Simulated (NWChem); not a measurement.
System: TiOF$_{2}$; SMILES [O]=[Ti]([F])[F]

Input file for NWChem:

```
start job
memory heap 200 mb stack 900 mb global 1100 mb
geometry units angstroms noautoz
  Ti     0.024679    -0.076325     0.000000
  O      1.581534     0.202415     0.000000
  F     -0.757946     0.135728    -1.574570
  F     -0.757946     0.135728     1.574570
end
basis spherical
  Ti library sto-3g
  O library sto-3g
  F library sto-3g
end
dft
  xc xtpss03 ctpss03
  iterations 150
  mulliken
end
task dft energy
```

Output (shortened):

```
             Northwest Computational Chemistry Package (NWChem) 7.3.0
             --------------------------------------------------------

 CS  symmetry detected

                             Geometry "geometry" -> ""
                             -------------------------

 Output coordinates in angstroms (scale by  1.889725989 to convert to a.u.)

  No.       Tag          Charge          X              Y              Z
 ---- ---------------- ---------- -------------- -------------- --------------
    1 Ti                  22.0000     0.03141607    -0.12664794     0.00000000
    2 O                    8.0000     1.59366354     0.12008336     0.00000000
    3 F                    9.0000    -0.74669233     0.10142154     1.57457000
    4 F                    9.0000    -0.74669233     0.10142154    -1.57457000

 Effective nuclear repulsion energy (a.u.)     217.8313414108

      Symmetry information
      --------------------

 Group name             Cs
 Group number              2
 Group order               2
 No. of unique centers     3

                                 NWChem DFT Module
                                 -----------------

 Summary of "ao basis" -> "ao basis" (spherical)
 ------------------------------------------------------------------------------
       Tag                 Description            Shells   Functions and Types
 ---------------- ------------------------------  ------  ---------------------
 Ti                          sto-3g                  8       18   4s3p1d
 O                           sto-3g                  3        5   2s1p
 F                           sto-3g                  3        5   2s1p

      Symmetry analysis of basis
      --------------------------

        a'         22
        a"         11

            General Information
            -------------------
          SCF calculation type: DFT
          Wavefunction type:  closed shell.
          No. of atoms     :     4
          No. of electrons :    48
           Alpha electrons :    24
            Beta electrons :    24
          Charge           :     0
          Spin multiplicity:     1
          Use of symmetry is: on ; symmetry adaption is: on
          Maximum number of iterations: 150
          AO basis - number of functions:    33
                     number of shells:    17
          Convergence on energy requested:  1.00D-06
          Convergence on density requested:  1.00D-05
          Convergence on gradient requested:  5.00D-04

              XC Information
              --------------
                  TPSS metaGGA Exchange Functional  1.000
             TPSS03 metaGGA Correlation Functional  1.000

             Grid Information
             ----------------
          Grid used for XC integration:  medium
          Radial quadrature: Mura-Knowles
          Angular quadrature: Lebedev.
          Tag              B.-S. Rad. Rad. Pts. Rad. Cut. Ang. Pts.
          ---              ---------- --------- --------- ---------
          Ti                  1.40      112           5.0       590
          O                   0.60       49           7.0       434
          F                   0.50       49           7.0       434
          Grid pruning is: on
          Number of quadrature shells:   210
          Spatial weights used:  Erf1

      Superposition of Atomic Density Guess
      -------------------------------------

 Sum of atomic energies:       -1109.32215069

      Non-variational initial energy
      ------------------------------

 Total energy =   -1108.947931
 1-e energy   =   -1963.866898
 2-e energy   =     637.087626
 HOMO         =      -0.285584
 LUMO         =       0.088366

      Symmetry analysis of molecular orbitals - initial
      -------------------------------------------------

  Numbering of irreducible representations:

     1 a'          2 a"

  Orbital symmetries:

     1 a'          2 a'          3 a"          4 a'          5 a'
     6 a'          7 a"          8 a'          9 a'         10 a'
    11 a"         12 a'         13 a'         14 a"         15 a'
    16 a'         17 a"         18 a'         19 a"         20 a'
    21 a"         22 a'         23 a"         24 a'         25 a'
    26 a"         27 a'         28 a'         29 a'         30 a"
    31 a'         32 a"         33 a'

     ---------------------------------------------
      Total Density - Mulliken Population Analysis
     ---------------------------------------------

    Atom       Charge   Shell Charges
 -----------   ------   -------------------------------------------------------
    1 Ti  22    19.77   2.00  2.00  5.99  2.02  5.88  0.34  0.58  0.96
    2 O    8     9.14   2.00  1.90  5.25
    3 F    9     9.54   2.00  1.94  5.61
    4 F    9     9.54   2.00  1.94  5.61

   convergence    iter        energy       DeltaE   RMS-Dens  Diis-err
 ---------------- ----- ----------------- --------- --------- ---------
 d= 0,ls=0.0,diis     1  -1111.4230757465 -1.33D+03  1.88D-01  2.67D+00
 d= 0,ls=0.0,diis     2  -1101.7523743218  9.67D+00  1.56D-01  5.97D+01
 d= 0,ls=0.0,diis     3  -1111.9636979645 -1.02D+01  6.85D-03  1.65D-01
 d= 0,ls=0.0,diis     4  -1111.9768652280 -1.32D-02  4.45D-03  6.67D-02
 d= 0,ls=0.0,diis     5  -1111.9823599537 -5.49D-03  2.96D-03  2.21D-02
  Resetting Diis
 d= 0,ls=0.0,diis     6  -1111.9845115303 -2.15D-03  1.82D-03  8.55D-03
 d= 0,ls=0.0,diis     7  -1111.9856578437 -1.15D-03  2.35D-04  7.84D-06
 d= 0,ls=0.0,diis     8  -1111.9856484829  9.36D-06  1.90D-04  7.61D-05
 d= 0,ls=0.0,diis     9  -1111.9856588411 -1.04D-05  1.35D-05  3.03D-07
 d= 0,ls=0.0,diis    10  -1111.9856588814 -4.03D-08  4.14D-06  8.77D-09

         Total DFT energy =    -1111.985658881354
      One electron energy =    -1964.743477527938
           Coulomb energy =      706.512135076094
    Exchange-Corr. energy =      -71.585657840354
 Nuclear repulsion energy =      217.831341410844

 Numeric. integr. density =       48.000000686154

                  Occupations of the irreducible representations
                  ----------------------------------------------

                     irrep           alpha         beta
                     --------     --------     --------
                     a'               16.0         16.0
                     a"                8.0          8.0

                       DFT Final Molecular Orbital Analysis
                       ------------------------------------

 Vector   22  Occ=2.000000D+00  E=-1.420565D-01  Symmetry=a'
              MO Center=  1.2D+00,  5.1D-02, -1.2D-13, r^2= 1.1D+00
   Bfn.  Coefficient  Atom+Function         Bfn.  Coefficient  Atom+Function
  ----- ------------  ---------------      ----- ------------  ---------------
    22      0.732751  2 O  py                14      0.407538  1 Ti d -2
    12      0.231956  1 Ti py                21     -0.190133  2 O  px
     8     -0.163617  1 Ti py                11     -0.091121  1 Ti px
    18     -0.084002  1 Ti d  2              28     -0.069279  3 F  pz
    33      0.069279  4 F  pz                10      0.048718  1 Ti s

 Vector   23  Occ=2.000000D+00  E=-1.051991D-01  Symmetry=a"
              MO Center=  8.9D-01,  9.3D-02,  1.6D-14, r^2= 2.1D+00
   Bfn.  Coefficient  Atom+Function         Bfn.  Coefficient  Atom+Function
  ----- ------------  ---------------      ----- ------------  ---------------
    23      0.752103  2 O  pz                26     -0.270608  3 F  px
    31      0.270608  4 F  px                28     -0.235914  3 F  pz
    33     -0.235914  4 F  pz                13      0.216731  1 Ti pz
    17     -0.213320  1 Ti d  1               9     -0.162211  1 Ti pz
    27     -0.067842  3 F  py                32      0.067842  4 F  py

 Vector   24  Occ=2.000000D+00  E=-8.907326D-02  Symmetry=a'
              MO Center=  1.3D+00,  1.0D-01,  2.1D-13, r^2= 1.4D+00
   Bfn.  Coefficient  Atom+Function         Bfn.  Coefficient  Atom+Function
  ----- ------------  ---------------      ----- ------------  ---------------
    21      0.788720  2 O  px                20      0.318026  2 O  s
    18     -0.265394  1 Ti d  2              22      0.191537  2 O  py
     7      0.188634  1 Ti px                10     -0.175110  1 Ti s
    26     -0.171805  3 F  px                31     -0.171805  4 F  px
     6      0.156948  1 Ti s                 16      0.142578  1 Ti d  0

 Vector   25  Occ=0.000000D+00  E= 3.403379D-04  Symmetry=a'
              MO Center=  4.0D-03, -4.9D-01, -2.0D-16, r^2= 1.7D+00
   Bfn.  Coefficient  Atom+Function         Bfn.  Coefficient  Atom+Function
  ----- ------------  ---------------      ----- ------------  ---------------
    10      0.841810  1 Ti s                 18     -0.537802  1 Ti d  2
    16     -0.338567  1 Ti d  0               6     -0.316574  1 Ti s
    12     -0.217953  1 Ti py                20     -0.154103  2 O  s
     8      0.125411  1 Ti py                25     -0.119683  3 F  s
    30     -0.119683  4 F  s                  2      0.110756  1 Ti s

 Vector   26  Occ=0.000000D+00  E= 1.216721D-01  Symmetry=a"
              MO Center= -7.1D-02, -2.3D-01,  3.5D-14, r^2= 1.5D+00
   Bfn.  Coefficient  Atom+Function         Bfn.  Coefficient  Atom+Function
  ----- ------------  ---------------      ----- ------------  ---------------
    15      0.928570  1 Ti d -1              27     -0.323326  3 F  py
    32      0.323326  4 F  py                13     -0.230261  1 Ti pz
     9      0.120723  1 Ti pz                28      0.075837  3 F  pz
    33      0.075837  4 F  pz                 5     -0.034417  1 Ti pz
    26     -0.025079  3 F  px                31      0.025079  4 F  px

[...]
```

Level: TPSS/STO-3G. Geometry: optimised at PBE0/def2-SVP.
